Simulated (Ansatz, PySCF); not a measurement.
Pair of molecules: CH4O (SMILES CO) (first 6 atoms) with C2H6 (SMILES CC); geometry from B3LYP-D3(BJ)/def2-TZVP, rigid monomers moved along the line of their centres of mass till H6···C7 is 3.05 Å.
(charge 0, multiplicity 1):
| atom | x (Å) | y (Å) | z (Å) |
|---|---|---|---|
| C | -0.6336 | 0.2408 | 0.0527 |
| O | 0.6830 | -0.1554 | 0.4083 |
| H | -1.2481 | -0.6085 | -0.2651 |
| H | -0.5412 | 0.9309 | -0.7846 |
| H | -1.1428 | 0.7587 | 0.8730 |
| H | 0.6286 | -0.7709 | 1.1462 |
| C | -0.1240 | -0.7630 | 4.1005 |
| C | 0.1469 | 0.7354 | 4.2043 |
| H | -0.4997 | -1.1696 | 5.0413 |
| H | 0.7861 | -1.3157 | 3.8532 |
| H | -0.8744 | -0.9822 | 3.3365 |
| H | -0.7643 | 1.2850 | 4.4476 |
| H | 0.5381 | 1.1317 | 3.2661 |
| H | 0.8792 | 0.9490 | 4.9849 |

Counterpoise-corrected where a basis set is named; no monomer relaxation.

Frozen-core correlation.

Programs: Ansatz (an electronic-structure program) with Gaussian orbitals; PySCF for the dispersion terms. Each number belongs to the level named beside it.

PBE/def2-TZVPPD gives -3.0 kJ/mol for the interaction energy.

Task: Where do these levels fall relative to PBE: PBE-D3(BJ)/def2-TZVPPD, r2SCAN/def2-TZVPPD, PBE0/def2-TZVPPD, wB97M-V/def2-TZVPPD, MP2/aug-cc-pVDZ, CCSD(T)/aug-cc-pVDZ.

Result: PBE-D3(BJ)/def2-TZVPPD -4.0; r2SCAN/def2-TZVPPD -1.2; PBE0/def2-TZVPPD 0.4; wB97M-V/def2-TZVPPD -2.5; MP2/aug-cc-pVDZ -1.9; CCSD(T)/aug-cc-pVDZ -2.1 kJ/mol. 1 of 6 lie above PBE; the widest gap is to PBE-D3(BJ)/def2-TZVPPD.
